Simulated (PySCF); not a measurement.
CH7Si2, SMILES [SiH2]C[SiH3], multiplicity 2. Atoms are numbered in the order given.

```xyz
10

Si     1.5993     0.3601     0.0710
C      0.1101    -0.7108    -0.3647
Si    -1.5537    -0.0124     0.1754
H      2.8953    -0.2965    -0.2945
H      1.5088     1.7076    -0.5758
H      0.0921    -0.8612    -1.4599
H      0.2421    -1.7055     0.0939
H     -2.6701    -0.9069    -0.2607
H     -1.7660     1.3396    -0.4271
H     -1.6014     0.1199     1.6636
```
Charge 0, spin multiplicity 2.

Geometry: PBE0-D3(BJ)/def2-SVP. The isomer is the one that the SMILES or the coordinates give; other isomers of the formula were not compared.

Calculation: PBE/pcH-1 in PySCF.

Unrestricted Kohn–Sham, ⟨S²⟩ = 0.752. Hyperfine tensors hold the contact and dipolar terms, without spin-orbit corrections.

Computed hyperfine couplings:
```
nucleus     A(iso) (MHz)  A(iso) (G)  dipolar principal values (MHz)
----------  ------------  ----------  ------------------------------
29Si no. 1        -433.6      -154.7              -167.7, 83.6, 84.1
13C no. 2           16.5         5.9                 -3.9, -3.7, 7.6
29Si no. 3          -9.0        -3.2                  -1.1, 0.3, 0.8
1H no. 4            32.3        11.5                  -9.4, 1.1, 8.3
1H no. 5            25.1         8.9                  -9.5, 1.0, 8.5
1H no. 6            64.6        23.0                  -4.2, 0.6, 3.6
1H no. 7             1.8         0.6                 -3.9, -2.4, 6.3
1H no. 8            -1.3        -0.5                 -0.9, -0.7, 1.6
1H no. 9            -0.1         0.0                 -1.5, -1.2, 2.7
1H no. 10           -0.6        -0.2                 -2.0, -1.5, 3.5
```

And the g tensor (effective nuclear charges for spin-orbit coupling, GIAO)? (The exact figures need the calculation; the answer reports its results.)

principal values 2.0022, 2.0045, 2.0048; isotropic 2.0038.
